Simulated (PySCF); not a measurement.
A calculated (PBE, PySCF 2.14, def2-TZVPPD, no relativity, point nucleus) atom or ion has these occupied shells.

| shell | electrons | orbital energy (eV) | rms radius, mean of both spins (bohr) |
| --- | --- | --- | --- |
| 1s α | 1 | -8763.0 | 0.0612 |
| 1s β | 1 | -8762.9 | 0.0612 |
| 2s α | 1 | -1056.5 | 0.259 |
| 2s β | 1 | -1055.9 | 0.259 |
| 2p α | 3 | -928.24 | 0.230 |
| 2p β | 3 | -927.77 | 0.230 |
| 3s α | 1 | -126.70 | 0.773 |
| 3s β | 1 | -125.41 | 0.773 |
| 3p α | 3 | -86.735 | 0.814 |
| 3p β | 3 | -85.457 | 0.814 |
| 3d α | 5 | -20.052 | 1.08 |
| 3d β | 4 | -18.816 | 1.08 |
| 4s α | 1 | -13.955 | 2.75 |

(1) Name the element and its charge.

Answers

(1) Cu⁺ (copper, charge +1), in [Ar] 3d9 4s1, high-spin 3D determinant (an excited configuration).
